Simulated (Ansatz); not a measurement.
cyclobutene (C4H6), singlet, geometry from GFN2-xTB; Ansatz (an electronic-structure program) with HF/pcseg-1.

The Ansatz input:
Ansatz 0.2 input:
```yaml
crystal:
  periodic: [false, false, false]
  atoms:
    - {symbol: C, position_ang: [0.00522404, -0.65803470, 0.81160491]}
    - {symbol: C, position_ang: [0.00258559, 0.67078963, 0.80110802]}
    - {symbol: C, position_ang: [-0.00181609, -0.78077129, -0.68679068]}
    - {symbol: C, position_ang: [-0.00489486, 0.76981077, -0.69903932]}
    - {symbol: H, position_ang: [0.01043100, -1.40624811, 1.58354624]}
    - {symbol: H, position_ang: [0.00479724, 1.43111936, 1.56113280]}
    - {symbol: H, position_ang: [-0.89062366, -1.24422161, -1.11243761]}
    - {symbol: H, position_ang: [0.88461218, -1.24076490, -1.12106160]}
    - {symbol: H, position_ang: [0.87971347, 1.22640274, -1.14055069]}
    - {symbol: H, position_ang: [-0.89552237, 1.22294603, -1.13192670]}
basis:
  gaussian:
    orbitals: pcseg-1.json
    occupation: {up: {"A1": 6, "A2": 1, "B1": 2, "B2": 6}, down: {"A1": 6, "A2": 1, "B1": 2, "B2": 6}}
hamiltonian:
  xc: hf
```
The basis file holds pcseg-1 in the JSON format of the Basis Set Exchange.

Q: What does Ansatz print? Leave out banner, timings and long lists.

A: 
```
Functional definition: HF
the irreps are read with x along [-1.000, -0.002, 0.005], y along [-0.002, 1.000, -0.008] and z along [-0.005, -0.008, -1.000] of the geometry given
1218 factors; their error is unknown
mean field evaluation 1: about -4185.6604 eV, gradient 2.3e1 eV
mean field evaluation 2: about -4188.5309 eV, gradient 2.9e0 eV
mean field evaluation 4: about -4188.6714 eV, gradient 8.6e-3 eV
mean field -4188.75636582 eV, -153.9339572029 hartree, gradient 1.6e-6 eV, S^2 0.000000; 0 other end points of the search recorded, 0 dependent functions left out
reference -4188.75636582 eV, -153.9339572029 hartree; 15, 15 occupied and 71, 71 virtual orbitals, 1218 factors
Total energy: -4188.75636582 eV, -153.9339572029 hartree
```
